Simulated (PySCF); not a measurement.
BH3OS2, SMILES SB(O)S.

Geometry optimised at TPSSh-D3(BJ)/def2-SVP. Other conformers were not sampled.

Calculation: B3LYP/def2-TZVPD (PySCF).

The molecule is in vacuum.

```yaml
total_energy: -898.48137 hartree
point_group: Cs
highest_occupied_level: -7.23 eV
lowest_empty_level: -0.99 eV
orbital_gap: 6.23 eV
dipole_moment: 2.13 D
quadrupole, principal values (traceless, Buckingham form, about the centre of nuclear charge): -6.55, -4.84, 11.39 D·Å
mean_static_polarisability: 63.1 bohr³ (9.35 Å³)
polarisability_principal_values: 48.8, 61.8, 78.7 bohr³
```
